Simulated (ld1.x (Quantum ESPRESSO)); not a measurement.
## PBE PAW dataset for Dy (Z = 66), scalar-relativistic all-electron reference.

ld1.x (Quantum ESPRESSO) 7.5 input, shortened:

```
&input
   title='Dy', zed=66., rel=1, dft='PBE', iswitch=3,
   config='[Xe] 4f10 5d0 6s2 6p0'
 /
 &inputp
   pseudotype=3, lpaw=.true., tm=.true., lloc=-2, rcloc=1.60,
   nlcc=.true., new_core_ps=.true.,
   which_augfun='PSQ', rmatch_augfun_nc=.true.
 /
8
5S  1  0   2.00   0.00  2.45  2.80  0.0
6S  2  0   2.00   0.00  2.45  2.80  0.0
5P  2  1   6.00   0.00  2.05  2.40  0.0
6P  3  1   0.00   0.00  2.05  2.40  0.0
5D  3  2   0.00   0.00  2.40  2.60  0.0
5D  3  2   0.00   2.15  2.40  2.60  0.0
4F  4  3  10.00   0.00  1.25  1.55  0.0
4F  4  3   0.00   0.70  1.25  1.55  0.0
 &test
   configts(1)='4f10 5s2 5p6 5d0 6s2 6p0'
 /
```

All-electron outer shells of the reference configuration (PBE, scalar-relativistic, ld1.x):

```
shell  level (eV)  outermost node (bohr)  outermost maximum (bohr)
   4p     -291.60                   0.28                      0.51
   4d     -153.01                   0.26                      0.53
   5s      -48.92                   0.63                      1.16
   5p      -25.35                   0.67                      1.33
   6s       -3.75                   1.57                      3.48
   4f       -3.11                      –                      0.54
   5d       -1.17                   0.76                      2.11
   6p       -1.16                   1.93                      4.82
```

(1) Is the overlap operator S = 1 + Σ q|β⟩⟨β| positive definite (Bessel basis up to 400 Ry)?

Answers

(1) No: its lowest eigenvalue is -0.034, in the d channel, so the generalised eigenproblem breaks down once the basis is large enough.

Its largest configuration-test error is -7.1 meV (4f10 5s2 5p6 5d0 6s0 6p0). Test run stopped at test 4 of 7 (negative rho), 1 before it not solved. Not counted: 4f9 5s2 5p6 5d0 6s0 6p0 (solver errors, printed error -2972 eV).

The ghost test of this file was not conclusive. Its overlap operator is not positive definite in a basis up to 400 Ry (lowest eigenvalue p -0.01, d -0.03), so the file is unfit for use: the generalised eigenproblem breaks down once the basis is large enough, and its test numbers describe a broken file.
